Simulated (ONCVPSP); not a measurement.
# Reading a pseudo-wave (Br)

Columns: radius, all-electron u(r) and pseudo u(r) of the 3p shell (level -173.99 eV) of bromine in the configuration [Ne] 3s2 3p6 3d10 4s1.5 4p5.5; LDA (Perdew-Zunger), scalar-relativistic, ONCV scheme, ONCVPSP 4.0.1.

| r (bohr) | all-electron | pseudo |
| --- | --- | --- |
| 0.040 | -0.3925 | 0.0247 |
| 0.080 | -0.7402 | 0.0976 |
| 0.120 | -0.7340 | 0.2140 |
| 0.160 | -0.4654 | 0.3664 |
| 0.200 | -0.0739 | 0.5445 |
| 0.240 | 0.3357 | 0.7351 |
| 0.280 | 0.7005 | 0.9236 |
| 0.320 | 0.9934 | 1.0956 |
| 0.360 | 1.2068 | 1.2389 |
| 0.400 | 1.3450 | 1.3444 |
| 0.440 | 1.4200 | 1.4090 |
| 0.480 | 1.4427 | 1.4322 |
| 0.520 | 1.4263 | 1.4197 |
| 0.560 | 1.3808 | 1.3778 |
| 0.600 | 1.3152 | 1.3142 |
| 0.640 | 1.2368 | 1.2364 |
| 0.680 | 1.1510 | 1.1507 |
| 0.720 | 1.0621 | 1.0617 |
| 0.760 | 0.9730 | 0.9727 |
| 0.800 | 0.8861 | 0.8858 |
| 0.840 | 0.8028 | 0.8025 |
| 0.880 | 0.7241 | 0.7239 |
| 0.920 | 0.6507 | 0.6505 |
| 0.960 | 0.5828 | 0.5826 |
| 1.000 | 0.5205 | 0.5203 |
| 1.040 | 0.4636 | 0.4635 |

**Question.** How many radial nodes do the two functions have?

**Answer.** The all-electron 3p function has n − l − 1 = 1; the pseudo-wave has 0, since the states of the same l below it are removed with the core.

**Question.** At about which radius was the pseudo-wave matched?

**Answer.** 0.80 bohr. The columns agree to 0.0005 from 0.64 bohr on; several derivatives are matched, so the curves merge somewhat inside the radius.

**Question.** Is the pseudo-wave norm-conserving?

**Answer.** Yes: the ONCV scheme keeps the norm inside the radius equal to the all-electron one, which fixes the energy derivative of the logarithmic derivative at the level.
